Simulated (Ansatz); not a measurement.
The same path of C₃H₈GeS (13 atoms, charge 0, multiplicity 1) was run 3 times with different band settings. The coordinate that changes most is the dihedral Ge2–C4–S5–H13.

Computed with RKS PBE-D4/def2-SVP in Ansatz.

Relaxed end points:

```xyz
13
Properties=species:S:1:pos:R:3
C -2.182 -0.040 -0.140
Ge -0.315 -0.384 -0.618
C 0.945 -0.917 0.784
C 1.107 0.560 0.374
S 2.700 0.965 -0.381
H -2.226 0.292 0.915
H -2.613 0.752 -0.782
H -2.789 -0.959 -0.248
H 0.033 -0.791 -2.061
H 1.761 -1.598 0.488
H 0.570 -1.109 1.804
H 0.776 1.288 1.139
H 2.255 1.907 -1.260
```

```xyz
13
Properties=species:S:1:pos:R:3
C -2.224 0.087 -0.061
Ge -0.366 -0.211 -0.597
C 0.953 -0.923 0.678
C 1.110 0.587 0.437
S 2.647 1.272 -0.233
H -2.257 0.272 1.030
H -2.647 0.965 -0.587
H -2.842 -0.802 -0.290
H -0.060 -0.465 -2.088
H 1.751 -1.560 0.256
H 0.635 -1.246 1.685
H 0.784 1.228 1.277
H 2.537 0.761 -1.492
```

Common settings: movable images 7; climbing image yes; spring 5.0 eV/Å²; start path IDPP; force threshold 0.05 eV/Å; end points relaxed.

| run | optimiser | iteration limit |
| --- | --- | --- |
| 1 | quadratic models (default) | 58 |
| 2 | fire | 54 |
| 3 | lbfgs | 60 |

What does each run give, and how far can it be trusted?

Run 1: converged after 4 iterations, highest image 0.047 eV above the first end. The highest image is an end point: on this band no image between the ends rises above it.
Run 2: converged after 14 iterations, highest image 0.047 eV above the first end. The highest image is an end point: on this band no image between the ends rises above it.
Run 3: converged after 11 iterations, highest image 0.047 eV above the first end. The highest image is an end point: on this band no image between the ends rises above it.
